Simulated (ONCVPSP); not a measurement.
What one change does to a pseudopotential (Ge (Z = 32), ONCV)

| Item | Value |
| --- | --- |
| Element | Ge |
| Generator | ONCVPSP 4.0.1 |
| Type | optimised norm-conserving Vanderbilt (ONCV) |
| Functional | LDA (Perdew-Wang 92) |
| Relativity | scalar-relativistic |
| Frozen core | [Ar] |
| Valence charge | 14 |
| Reference configuration | 3d10 4s2 4p2 |
| Partial waves | 4s: rc 1.60 bohr, ncon 4, nbas 8, qcut 3.7 1/bohr, 2 projectors, debl 1.8 Ha; 4p: rc 1.60 bohr, ncon 4, nbas 9, qcut 5.1 1/bohr, 2 projectors, debl 1.8 Ha; 3d: rc 0.65 bohr, ncon 4, nbas 7, qcut 16.7 1/bohr, local |
| Local potential | the d channel |
| Core correction | none |

Change: all radii scaled by about 1.15 (s 1.84, p 1.84, d 0.76 bohr).

Cutoffs: the cutoffs (Ha) at which the residual kinetic energy of the hardest occupied pseudo-wave falls to 1 and 0.1 mHa per electron; they do not see the model core or the augmentation charge, which bear on the density cutoff. Errors are all-electron minus pseudo energies relative to the spin-unpolarised reference configuration.

Q: What does the change do?

A: The potential gets softer (373 Ha and 441 Ha → 140 Ha and 289 Ha); both files keep a bound ghost (p, s); of the 4 tests that both files solve, the error grows in 0 and shrinks in 1 by more than 15 % and 0.3 meV (median size 4.0 → 3.6 meV). A larger radius leaves more room for a smooth pseudo-wave, so fewer plane waves are needed.

```csv
quantity,base,changed
"cutoff, loose",373 Ha,140 Ha
"cutoff, tight",441 Ha,289 Ha
loose cutoff by channel,"s 14 Ha, p 6.8 Ha, d 373 Ha","s 11 Ha, p 7.5 Ha, d 140 Ha"
bound ghosts,"s, p","s, p"
GHOST(+) flags under 300 eV,s at 94.3 eV,s at 137.1 eV
"error for 3d10 4s2 4p1, meV [ΔE 7.63 eV]",-1.0,-1.0
"error for 3d10 4s2 4p0, meV [ΔE 23.34 eV]",-2.8,-2.1
"error for 3d10 4s1 4p0, meV [ΔE 58.56 eV]",+5.2,+5.1
"error for 3d9 4s2 4p3, meV [ΔE 29.73 eV]",-446,-452
```

 A true bound ghost makes a file unfit for plane-wave use even where its test errors are small: the radial tests pick states by their node count and pass the ghost by.
